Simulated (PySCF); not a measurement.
Harmonic spectrum computed at PBE0 in the def2-SVPD basis family (core potentials from Rb on, PySCF, no spin–orbit coupling):

```json
{"ω (cm⁻¹)": "203", "IR (km/mol)": "6.0"}
{"ω (cm⁻¹)": "905", "IR (km/mol)": "512"}
{"ω (cm⁻¹)": "951", "IR (km/mol)": "71.7"}
```

Which molecule gave it? In each, all ligands are bound to the one heavy central atom.
A. TcO₂⁻ (triplet)
B. TaO₂⁻ (singlet)
C. ReO₂⁻ (triplet)
D. MnO₂⁻ (quintet)
E. CoO₂⁻ (quintet)

A. It has C2v symmetry with Tc–O 1.710 Å (×2).
